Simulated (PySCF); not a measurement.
CH11NOSi3, SMILES C[Si@@H]([SiH3])O[SiH2]N.

Geometry: B3LYP-D3(BJ)/def2-SVP. The structure was generated by enumeration; whether it is a known compound was not checked. The values are those of a single conformer.

The numbers are results of TDA-PBE/def2-SVPD run with PySCF, not measurements.

Vertical excitations. Isolated molecule, no solvent.

Computed excitation energies, oscillator strengths and character:
| state | energy (eV) | λ (nm) | f | main pairs |
|---|---|---|---|---|
| S1 | 5.81 | 213 | 0.016 | HOMO→LUMO+1 71 %, HOMO→LUMO+2 14 %, HOMO→LUMO 11 % |
| S2 | 5.85 | 212 | 0.006 | HOMO→LUMO 53 %, HOMO→LUMO+1 24 %, HOMO→LUMO+2 19 % |
| S3 | 5.93 | 209 | 0.038 | HOMO→LUMO+2 58 %, HOMO→LUMO 31 % |
| S4 | 6.07 | 204 | 0.021 | HOMO−1→LUMO+1 50 %, HOMO−1→LUMO 36 %, HOMO−1→LUMO+2 8 % |
| S5 | 6.25 | 198 | 0.052 | HOMO−1→LUMO 48 %, HOMO−1→LUMO+1 31 %, HOMO−2→LUMO 10 % |
| S6 | 6.31 | 197 | 0.006 | HOMO−2→LUMO 81 % |
| T1 | 5.44 | 228 | 0 | HOMO→LUMO 77 %, HOMO−1→LUMO 18 % |
| T2 | 5.59 | 222 | 0 | HOMO−1→LUMO 47 %, HOMO→LUMO+1 28 %, HOMO→LUMO 17 % |
Triplets are in the Tamm–Dancoff approximation.
